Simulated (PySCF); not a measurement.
# `C1C(F)=C=CCCCCC1`, C9H13F

Geometry:
```
atom   x (Å)   y (Å)   z (Å)
  F1   1.238  -3.463  -0.235
  C2   0.769  -2.538   0.624
  C3   1.439  -1.435   0.861
  C4   1.929  -0.244   1.107
  C5   1.557   0.994   0.321
  C6   0.095   1.435   0.462
  C7  -0.937   0.376   0.050
  C8  -1.497  -0.485   1.198
  C9  -1.720  -1.964   0.858
 C10  -0.557  -2.888   1.239
 H11   2.639  -0.125   1.938
 H12   2.216   1.823   0.623
 H13   1.763   0.809  -0.747
 H14  -0.030   2.336  -0.160
 H15  -0.100   1.760   1.499
 H16  -0.490  -0.273  -0.720
 H17  -1.782   0.876  -0.451
 H18  -0.831  -0.418   2.074
 H19  -2.452  -0.045   1.529
 H20  -1.940  -2.068  -0.219
 H21  -2.613  -2.337   1.384
 H22  -0.785  -3.924   0.945
 H23  -0.453  -2.888   2.337
```

Method: PySCF 2.14.0, quadratic response CAM-B3LYP/def2-SVPD first hyperpolarisability, Taylor convention, gas phase. Geometry: PBE0-D3(BJ)/def2-SVP.

(1) Give the tensor of the second harmonic β(−2ω;ω,ω) at 1907 nm in the axes of these coordinates.

## Answers

(1) In au, Taylor convention; rows are the first index (the induced dipole):
|  | xx | yy | zz | xy | xz | yz |
| --- | --- | --- | --- | --- | --- | --- |
| x | -26.9 | -14.6 | +1.6 | -35.4 | -25.7 | -14.3 |
| y | -35.7 | -37.6 | -30.3 | -14.8 | -14.2 | -23.8 |
| z | -25.5 | -23.4 | -26.1 | -14.0 | +1.6 | -29.9 |

Norm of βᵢ = ⅓ Σⱼ (βᵢⱼⱼ + βⱼᵢⱼ + βⱼⱼᵢ): 133.8 au, hyper-Rayleigh value 52.7 au.
